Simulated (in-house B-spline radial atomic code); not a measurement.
Configurations of Ir8+, with energies counted from [Xe] 4f14 5d1. Method: Dirac-Hartree-Fock, average of configuration, Fermi nucleus of rms radius 5.4032 fm. Calculated with a B-spline radial code for spherical atoms. Energies include first-order Breit, QED and recoil terms.

Occupations are held fixed; configurations that lie above the ionisation limit could autoionise.

```csv
configuration,E - E(ref) (eV),highest orbital,its <r> (bohr)
[Xe] 4f14 6d1,56.989,6d5/2,2.661
[Xe] 4f14 7d1,79.755,7d5/2,4.255
[Xe] 4f14 9d1,99.428,9d5/2,8.429
[Xe] 4f13 5d1 8s1,158.93,8s1/2,4.893
[Kr] 4d10 4f14 5s2 5p5 5d1 9g1,165.05,9g7/2,12.1
[Xe] 4f13 5d1 9p1,172.14,9p3/2,7.451
```

**Question.** Order these further configurations by energy, lowest first.
A. [Xe] 4f14 8f1
B. [Xe] 4f14 7p1
C. [Xe] 4f14 5f1
D. [Xe] 4f13 5d1 7p1
E. [Xe] 4f13 5d1 7g1

**Answer.** C (50.919 eV), B (70.3 eV), A (98.101 eV), D (146.07 eV), E (173.8 eV).

**Question.** How far above the reference does [Kr] 4d10 4f14 5s2 5p5 5d2 lie?

**Answer.** 57.703 eV; its least bound orbital is 5d5/2 with <r> = 1.315 bohr.
